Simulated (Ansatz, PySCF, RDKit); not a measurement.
Complex: C2H4 (SMILES C=C) (first 6 atoms) with C2H6O (SMILES COC); geometry from B3LYP-D3(BJ)/def2-TZVP, rigid monomers moved along the line of their centres of mass till H5···O8 is 2.80 Å.
(charge 0, multiplicity 1):
```xyz
15

C      0.518    -0.504     0.288
C     -0.398     0.437     0.469
H      0.860    -0.790    -0.700
H      0.967    -1.029     1.123
H     -0.735     0.719     1.459
H     -0.842     0.958    -0.371
C      0.669     0.780     4.509
O     -0.690     0.500     4.249
C     -1.001    -0.867     4.405
H      1.329     0.234     3.823
H      0.940     0.515     5.540
H      0.815     1.849     4.365
H     -0.420    -1.492     3.715
H     -2.060    -0.988     4.184
H     -0.807    -1.206     5.431
```

Interaction energies are E(AB) − E(A) − E(B) at the monomers' geometry in the complex; basis-set methods are counterpoise corrected. Rows marked so take none.

Rows in 3-21G carry no dispersion term and start afresh at each structure.

Run with Ansatz (an electronic-structure program); PySCF for 3-21G rows; RDKit for the force fields. Values without a source in brackets are computed.

Task: One of these levels gives -0.83 kcal/mol for the interaction energy. Name it.
A. PBE/def2-TZVPPD
B. HF/3-21G (no counterpoise)
C. MMFF94

Result: A, PBE/def2-TZVPPD. The others give -1.14 (MMFF94), -2.11 (HF/3-21G (no counterpoise))
